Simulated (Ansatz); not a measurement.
Ansatz (a first-principles code) input (CCSD(T)/aug-cc-pVDZ):

Ansatz 0.2 input:
```yaml
crystal:
  periodic: [false, false, false]
  atoms:
    - {symbol: B, position_ang: [0.03279081, -0.12591359, -0.00467671]}
    - {symbol: C, position_ang: [1.54228876, -0.39020771, 0.09144269]}
    - {symbol: C, position_ang: [-1.13418247, -1.10746889, -0.18508323]}
    - {symbol: N, position_ang: [-0.38440052, 1.40545378, 0.08973798]}
    - {symbol: H, position_ang: [1.89089641, -0.13424382, 1.10331293]}
    - {symbol: H, position_ang: [1.80856390, -1.42977527, -0.08984894]}
    - {symbol: H, position_ang: [2.12693365, 0.24576587, -0.58329957]}
    - {symbol: H, position_ang: [-2.13876800, -0.72066792, -0.00890597]}
    - {symbol: H, position_ang: [-1.09867304, -1.46805489, -1.22455606]}
    - {symbol: H, position_ang: [-0.98434711, -2.00671247, 0.41846433]}
    - {symbol: H, position_ang: [-0.95801189, 1.67639657, -0.71471866]}
    - {symbol: H, position_ang: [-0.97451243, 1.56401634, 0.91237503]}
    - {symbol: H, position_ang: [0.40613037, 2.05072681, 0.14423770]}
basis:
  gaussian:
    orbitals: aug-cc-pVDZ
total_charge: 1
magnetization: {spin_polarized: false}
correlation: {method: ccsd_t, electrons: outside_noble_gas}
output: {forces: true}
```

End of the output:

```
reference -4352.39408839 eV, -159.9475325895 hartree; 12, 12 occupied and 157, 157 virtual orbitals, 1687 factors
densities: 4.01 GiB planned
second order -15.34118949 eV of doubles, -0.00000000 eV of singles
coupled cluster: 1.97 GiB planned
cycle   1  -16.38395294 eV  change    -1.0e0 eV  update   7.6e-2
cycle   2  -16.78659425 eV  change   -4.0e-1 eV  update   2.2e-2
cycle   3  -16.83884670 eV  change   -5.2e-2 eV  update   8.2e-3
cycle   4  -16.83767414 eV  change    1.2e-3 eV  update   2.2e-3
cycle   5  -16.83735530 eV  change    3.2e-4 eV  update   7.8e-4
cycle   6  -16.83721682 eV  change    1.4e-4 eV  update   2.4e-4
cycle   7  -16.83714034 eV  change    7.6e-5 eV  update   7.8e-5
cycle   8  -16.83712503 eV  change    1.5e-5 eV  update   2.6e-5
cycle   9  -16.83711732 eV  change    7.7e-6 eV  update   6.6e-6
perturbative correction -0.49922680 eV, -0.0183462466 hartree
the calculation of the forces begins
Total energy: -4369.73043251 eV, -160.5846314849 hartree
Atom 0 at     0.032791    -0.125914    -0.004677 Å, force    -0.062320     0.227986     0.012292 eV/Å
Atom 1 at     1.542289    -0.390208     0.091443 Å, force     0.165583    -0.028420    -0.008480 eV/Å
Atom 2 at    -1.134182    -1.107469    -0.185083 Å, force    -0.146335    -0.087531     0.012846 eV/Å
Atom 3 at    -0.384401     1.405454     0.089738 Å, force     0.053741    -0.046827    -0.007280 eV/Å
Atom 4 at     1.890896    -0.134244     1.103313 Å, force     0.119335     0.107886     0.407707 eV/Å
Atom 5 at     1.808564    -1.429775    -0.089849 Å, force     0.107993    -0.455126    -0.079231 eV/Å
Atom 6 at     2.126934     0.245766    -0.583300 Å, force     0.226903     0.267017    -0.281531 eV/Å
Atom 7 at    -2.138768    -0.720668    -0.008906 Å, force    -0.429648     0.173662     0.079837 eV/Å
Atom 8 at    -1.098673    -1.468055    -1.224556 Å, force     0.023514    -0.122166    -0.414198 eV/Å
Atom 9 at    -0.984347    -2.006712     0.418464 Å, force     0.066140    -0.363858     0.256322 eV/Å
Atom 10 at    -0.958012     1.676397    -0.714719 Å, force    -0.161069     0.087134    -0.211446 eV/Å
Atom 11 at    -0.974512     1.564016     0.912375 Å, force    -0.165733     0.051731     0.217992 eV/Å
Atom 12 at     0.406130     2.050727     0.144238 Å, force     0.201895     0.188511     0.015169 eV/Å
Dipole moment:    -0.246316     0.867646     0.051787 e Å
```

It need not be the lowest isomer of its formula.
